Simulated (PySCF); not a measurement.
## SMILES CC#CC#CC#CC(=O)O, C$_{8}$H$_{4}$O$_{2}$

Molfile (atoms numbered from 1):
```
C8H4O2
     RDKit          3D

 14 13  0  0  0  0  0  0  0  0999 V2000
   -4.6797    0.4298    0.2644 C   0  0  0  0  0  0  0  0  0  0  0  0
   -3.2507    0.3071    0.1660 C   0  0  0  0  0  0  0  0  0  0  0  0
   -2.0472    0.2045    0.0842 C   0  0  0  0  0  0  0  0  0  0  0  0
   -0.7096    0.0876   -0.0126 C   0  0  0  0  0  0  0  0  0  0  0  0
    0.5012   -0.0212   -0.1080 C   0  0  0  0  0  0  0  0  0  0  0  0
    1.8352   -0.1369   -0.2024 C   0  0  0  0  0  0  0  0  0  0  0  0
    3.0398   -0.2501   -0.3155 C   0  0  0  0  0  0  0  0  0  0  0  0
    4.4634   -0.3518   -0.3363 C   0  0  0  0  0  0  0  0  0  0  0  0
    5.1791   -0.1208    0.6060 O   0  0  0  0  0  0  0  0  0  0  0  0
    4.9273   -0.7383   -1.5369 O   0  0  0  0  0  0  0  0  0  0  0  0
   -4.9415    1.3703    0.7504 H   0  0  0  0  0  0  0  0  0  0  0  0
   -5.0847   -0.3948    0.8520 H   0  0  0  0  0  0  0  0  0  0  0  0
   -5.1280    0.4082   -0.7295 H   0  0  0  0  0  0  0  0  0  0  0  0
    5.8947   -0.7939   -1.5089 H   0  0  0  0  0  0  0  0  0  0  0  0
  1  2  1  0
  2  3  3  0
  3  4  1  0
  4  5  3  0
  5  6  1  0
  6  7  3  0
  7  8  1  0
  8  9  2  0
  8 10  1  0
  1 11  1  0
  1 12  1  0
  1 13  1  0
 10 14  1  0
M  END
```

Computed with PySCF 2.14.0, GIAO LDA/cc-pVDZ magnetisability, rotational g tensor and spin-rotation constants, non-relativistic, gas phase. Geometry: GFN2-xTB.

(1) Give the nuclear spin-rotation constants along the inertial axes (H = +C I·J) beside the isotropic shieldings.

Answers

(1) Rotational constants 11.3343, 0.3083, 0.3007 GHz. A star marks the isotopologue with that one atom substituted, in its own axes.
| atom | isotope | Caa (kHz) | Cbb (kHz) | Ccc (kHz) | mean (kHz) | σ (ppm) |
| --- | --- | --- | --- | --- | --- | --- |
| H11 | 1H | -1.116 | -0.017 | -0.014 | -0.382 | 29.2 |
| H12 | 1H | -1.121 | -0.030 | 0.000 | -0.384 | 29.2 |
| H13 | 1H | -1.128 | 0.001 | -0.030 | -0.386 | 29.2 |
| H14 | 1H | 0.885 | -0.030 | -0.044 | 0.270 | 25.6 |
| C1 | 13C* | 0.991 | 0.034 | 0.033 | 0.353 | 192.8 |
| C2 | 13C* | 0.119 | 0.103 | 0.098 | 0.107 | 113.6 |
| C3 | 13C* | 0.325 | 0.089 | 0.087 | 0.167 | 128.3 |
| C4 | 13C* | 0.450 | 0.093 | 0.087 | 0.210 | 123.5 |
| C5 | 13C* | 0.151 | 0.087 | 0.086 | 0.108 | 134.7 |
| C6 | 13C* | 0.780 | 0.091 | 0.084 | 0.318 | 120.6 |
| C7 | 13C* | -0.029 | 0.089 | 0.093 | 0.051 | 131.2 |
| C8 | 13C* | 4.667 | 0.098 | 0.068 | 1.611 | 50.3 |
| O9 | 17O* | -5.287 | -0.185 | -0.033 | -1.835 | -87.0 |
| O10 | 17O* | -3.163 | -0.056 | -0.055 | -1.091 | 131.3 |

For the geometry as given, no vibrational averaging.
